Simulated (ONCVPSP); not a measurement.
titanium: one change to an ONCV potential, before and after

titanium, optimised norm-conserving Vanderbilt (ONCV), made with ONCVPSP 4.0.1 (LDA (Perdew-Zunger), scalar-relativistic). Core [Ne] 3s2, reference 3p6 3d2 4s2. Waves: 4s: rc 2.80 bohr, ncon 5, nbas 8, qcut 2.8 1/bohr, 2 projectors, debl 1.9 Ha; 3p: rc 1.40 bohr, ncon 4, nbas 8, qcut 9.7 1/bohr, 3 projectors, debl 0.8 Ha; 3d: rc 1.80 bohr, ncon 5, nbas 10, qcut 8.3 1/bohr, 2 projectors, debl 2.4 Ha. Local part: polynomial inside 0.90 bohr (lpopt 5, dvloc0 0 Ha). Core correction: Teter function fitted to the true core (icmod 2), fcfact 0.6.

In the p channel the program set the typed energies aside and used -1.425, 0.250, 1.050 Ha.

Change: core correction polynomial model core, fcfact 0.7.

Cutoffs: the cutoffs (Ha) at which the residual kinetic energy of the hardest occupied pseudo-wave falls to 1 and 0.1 mHa per electron; they do not see the model core or the augmentation charge, which bear on the density cutoff. Errors are all-electron minus pseudo energies relative to the spin-unpolarised reference configuration.

**Question.** What does the change do?

**Answer.** The potential gets neither clearly harder nor softer (29 Ha and 32 Ha → 29 Ha and 32 Ha); both files keep a bound ghost (s); of the 3 tests that both files solve, the error grows in 2 and shrinks in 1 by more than 15 % and 0.3 meV (median size 11.6 → 23.5 meV). A model core, the more so a compact one, raises the density cutoff, which this test does not measure.

```csv
quantity,base,changed
"cutoff, loose",29 Ha,29 Ha
"cutoff, tight",32 Ha,32 Ha
bound ghosts,s,s
GHOST(+) flags under 300 eV,s at 94.9 eV,s at 94.9 eV
tests with a reliable result,3 of 4,3 of 4
"error for 3p6 3d2 4s1, meV [ΔE 7.54 eV]",-2.9,-4.2
"error for 3p6 3d2 4s0, meV [ΔE 21.34 eV]",-12,-24
"error for 3p6 3d1 4s0, meV [ΔE 48.53 eV]",+215,+154
s: phases at 2.84 bohr within 0.05 rad from the reference energy up to (Ha; the scan ends near 5),n/a,n/a
p: phases at 1.42 bohr within 0.05 rad from the reference energy up to (Ha; the scan ends near 5),to the end of the scan,to the end of the scan
d: phases at 1.83 bohr within 0.05 rad from the reference energy up to (Ha; the scan ends near 5),to the end of the scan,to the end of the scan
"rms error of d²Exc/dni dnj with the model core, mHa",2.64,0.80
```

 A true bound ghost makes a file unfit for plane-wave use even where its test errors are small: the radial tests pick states by their node count and pass the ghost by.
